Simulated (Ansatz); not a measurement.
Two isomers of C2H6AlNSi: A = `NC1=[CH][AlH][SiH2]1`, B = `[CH3][Al]1[N]=C[SiH2]1`.

Gas-phase electronic energies from Ansatz, PBE0-D4/def2-TZVP geometries. CCSD(T)/CBS adds triple-zeta CCSD(T) − MP2 to the extrapolated MP2 energy (def2 sets, frozen cores). DFT in def2-TZVPP. B3LYP here is the variant with VWN-RPA as its local correlation; programs differ in this. Each species was taken in one conformer, which may not be the lowest.

**Question.** Which isomer does CCSD(T)/CBS put lower? Give the gap. (An estimate is asked.)

**Answer.** Computed: B, by 30.3 kJ/mol.

**Question.** Give E(B) − E(A) in kJ/mol with CCSD(T)/def2-TZVPP, r2SCAN-D4, PBE0-D4, B2PLYP, CCSD/def2-TZVPP, MP2/def2-TZVPP, B3LYP. (Best estimate.)

**Answer.** Ansatz gave: CCSD(T)/def2-TZVPP -34.0, r2SCAN-D4 -19.7, PBE0-D4 -15.6, B2PLYP -31.1, CCSD/def2-TZVPP -34.8, MP2/def2-TZVPP -28.3, B3LYP -30.1. None reverses the order clearly.

Largest T1 diagnostic: 0.014.

The D4 term adds +5.1 kJ/mol with B3LYP and +2.6 kJ/mol with PBE0; it sums over pairs of atoms, weighted by their polarisabilities, and B3LYP, whose exchange is more repulsive, gets the larger term.
